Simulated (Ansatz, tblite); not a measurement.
Cost and result up the ladder for the cluster SbAs2⁺ (the lowest singlet isomer of a short search) (3 atoms). Charge 1, multiplicity 1. Geometry: r2SCAN-D4/def2-TZVP.

```xyz
3

As    1.346   -0.143    0.281
As   -0.414   -0.664   -1.139
Sb   -0.931    0.807    0.858
```

Ansatz on 4 threads of Arm Neoverse V2 on a shared host; xTB runs through tblite on one thread. Times are rough, summed over both states, and most runs start from the orbitals of an earlier one. RPA@PBE/def2-TZVP serves as the yardstick here, not as an exact answer. The other state is a triplet at its own geometry.

In the def2 sets Sb takes a core potential; there is no spin–orbit coupling. The xTB rows come from tblite. B3LYP takes the VWN-RPA correlation. HSE06 is defined as in plane-wave codes, on full-range PBE exchange. Correlated methods freeze 22 core orbitals; core or outer-core shells of As, Sb are correlated, in sets that lack core-valence functions. At PBE0-D4/def2-TZVP a singlet of charge 1 lies 1.22 eV below the triplet, each at its own geometry. The structure comes from a short search, and lower isomers may exist.

Run but left out: HF/STO-3G (singlet: restricted singlet, unstable in another Hartree–Fock run and untested here); HF/def2-TZVP (singlet: restricted singlet, unstable towards broken spin symmetry); MP2/def2-TZVP (triplet: ⟨S²⟩ 2.56, where a pure state has 2.00).

Correlated methods converge slowly with the basis.

xTB has no spin-polarisation term.

| level | functions | wall time | triplet − singlet (eV) | difference from RPA@PBE/def2-TZVP (eV) |
| --- | --- | --- | --- | --- |
| GFN1-xTB | 27 | 0.006 s | 1.49 | 0.25 |
| GFN2-xTB | 27 | 0.007 s | 1.21 | -0.03 |
| LDA (SPW92)/def2-TZVP | 146 | 2 s | 1.45 | 0.22 |
| PBE-D4/def2-TZVP | 146 | 3.9 s | 1.25 | 0.02 |
| BLYP-D4/def2-TZVP | 146 | 3.9 s | 1.22 | -0.01 |
| B3LYP-D4/def2-TZVP | 146 | 6.8 s | 1.23 | -0.01 |
| HSE06-D4/def2-TZVP | 146 | 6.9 s | 1.21 | -0.02 |
| PBE0-D4/def2-TZVP | 146 | 7.1 s | 1.22 | -0.01 |
| RPA@PBE/def2-TZVP | 146 | 7.6 s | 1.23 | 0.00 |
| CAM-B3LYP-D4/def2-TZVP | 146 | 8.6 s | 1.19 | -0.04 |
| r2SCAN-D4/def2-TZVP (with forces) | 146 | 11 s | 1.12 | -0.11 |
